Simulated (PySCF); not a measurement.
PySCF 2.14 output of a UHF calculation on a single atom or ion in Sapporo-DKH3-DZP-2012 (6s5p3d1f, 43 functions), with scalar relativity by spin-free X2C-1e:

```
SCF conv_tol = 1e-09
number electrons alpha = 13  beta = 9
cycle= 1 E= -1048.85624050303  delta_E= -0.00371  |g|= 0.0199  |ddm|= 0.0327
cycle= 2 E= -1048.85634999892  delta_E= -0.000109  |g|= 0.00404  |ddm|= 0.00627
cycle= 3 E= -1048.85635506833  delta_E= -5.07e-06  |g|= 0.0004  |ddm|= 0.00187
cycle= 4 E= -1048.85635513024  delta_E= -6.19e-08  |g|= 0.000156  |ddm|= 0.00033
cycle= 5 E= -1048.85635513678  delta_E= -6.54e-09  |g|= 2.26e-05  |ddm|= 9.96e-05
cycle= 6 E= -1048.8563551374  delta_E= -6.14e-10  |g|= 4.86e-06  |ddm|= 4.77e-05
converged SCF energy = -1048.8563551374  <S^2> = 6.0013639  2S+1 = 5.0005455
```

The run itself started from symmetry-adapted Hartree-Fock orbitals and held the occupation by maximum overlap, so the iterations belong to that start.

Problem. Which element, charge and spin multiplicity is this?

Solution. Cr(2+) (chromium, charge +2), multiplicity 5; the state was [Ar] 3d4, high-spin 5D determinant.
